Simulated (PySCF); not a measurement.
Run record for `CC(=O)C(NC1CC1)=O`: PW91/def2-SVPD, IEF-PCM chloroform, energy threshold 1e-07 Eh, full TDDFT, 6 singlets.

Method: TDDFT PW91/def2-SVPD, vertical, IEF-PCM chloroform (non-equilibrium linear response), core orbitals frozen in the response (PySCF 2.14.0, density-fitted response routines). Geometry: GFN2-xTB. A driver script takes a list of jobs; this job's settings line and coordinates (Å) are shown.

Command:
```bash
OMP_NUM_THREADS=1 python probes_run.py task.json out
```

Input:
```
{"job": {"kind": "uv", "xc": "PW91", "basis": "def2-SVPD", "solvent": "chloroform", "nstates": 6, "ntriplets": 0, "tda": false, "scf": {"conv": 1e-07}}, "charge": 0, "multiplicity": 1}
C      3.406281    -0.328391     0.122202
C      2.079301    -0.169941    -0.538437
O      1.888259    -0.161420    -1.732957
C      0.900148    -0.025400     0.435061
O      1.042397     0.028722     1.641715
N     -0.270244     0.032773    -0.219933
C     -1.535766     0.175361     0.410274
C     -2.730542    -0.520562    -0.169764
C     -2.609691     0.972373    -0.267224
H      4.215346    -0.127880    -0.574248
H      3.484939    -1.355709     0.478259
H      3.457038     0.318227     0.994872
H     -0.228634    -0.014820    -1.231359
H     -1.421956     0.235629     1.484861
H     -3.456214    -0.940313     0.508586
H     -2.590231    -1.098450    -1.070464
H     -3.252206     1.586446     0.343463
H     -2.386984     1.399673    -1.233229
```

Q: What does the run print?

A: 
```
final grid: 149008 points
cycle   1  E = -438.5080893518  dE =  1.353e+00  |g| = 1.198e+00  |ddm| = 7.341e+00
cycle   2  E = -436.6252349859  dE =  1.883e+00  |g| = 3.172e+00  |ddm| = 9.264e+00
cycle   3  E = -438.7541379479  dE = -2.129e+00  |g| = 4.362e-01  |ddm| = 8.119e+00
cycle   4  E = -438.7876688248  dE = -3.353e-02  |g| = 2.503e-01  |ddm| = 8.575e-01
cycle   5  E = -438.7978803808  dE = -1.021e-02  |g| = 1.384e-01  |ddm| = 4.445e-01
cycle   6  E = -438.8020462012  dE = -4.166e-03  |g| = 3.500e-02  |ddm| = 2.147e-01
cycle   7  E = -438.8022612288  dE = -2.150e-04  |g| = 1.224e-02  |ddm| = 5.771e-02
cycle   8  E = -438.8022940625  dE = -3.283e-05  |g| = 2.705e-03  |ddm| = 1.907e-02
cycle   9  E = -438.8022956020  dE = -1.540e-06  |g| = 8.324e-04  |ddm| = 6.179e-03
cycle  10  E = -438.8022957732  dE = -1.712e-07  |g| = 1.681e-04  |ddm| = 2.049e-03
cycle  11  E = -438.8022957766  dE = -3.488e-09  |g| = 1.219e-04  |ddm| = 4.660e-04
converged SCF energy = -438.8022957766

Static polarisability (au): isotropic 112.134, principal 81.601 105.255 149.545

Singlet excitations
state   eV       nm        f      main configurations
  1   2.9770    416.5   0.00017   H->L 1.00
  2   3.4939    354.9   0.11232   H-1->L 0.97
  3   4.5658    271.5   0.00063   H-2->L 0.95
  4   4.7861    259.1   0.00007   H-3->L 0.95
  5   5.6641    218.9   0.00137   H->L+1 1.00
  6   5.7539    215.5   0.05163   H-4->L 0.89
```

H and L stand for HOMO and LUMO; the number after each pair is its weight.

Q: Give the mean polarisability as a volume in Å³, and the ratio of the largest to the smallest principal value.

A: 112.134 au × 0.148185 = 16.62 Å³; 149.545/81.601 = 1.83.

Q: Give S1 in cm⁻¹ and kJ/mol.

A: 2.9770 eV × 8065.54 = 24011 cm⁻¹; × 96.485 = 287.2 kJ/mol.

In short: SCF converged in 11 cycles with 258 basis and 906 fitting functions; HOMO -5.77 eV, LUMO -2.97 eV; lowest singlet 2.98 eV; mean polarisability 112.1 au.

The structure is a single GFN2-xTB conformer; no vibrational corrections.

Q: Estimate the wall time. Hardware: Arm Neoverse V1, one thread, on a shared host.

A: About 49 s.

The values belong to the conformer `[CH3:1][C:2](=[O:3])[C:4](=[O:5])[NH:6][CH:7]1[CH2:8][CH2:9]1`: C1–C2–C4–O5 4°, C2–C4–N6–C7 180°, C4–N6–C7–C8 -145°.
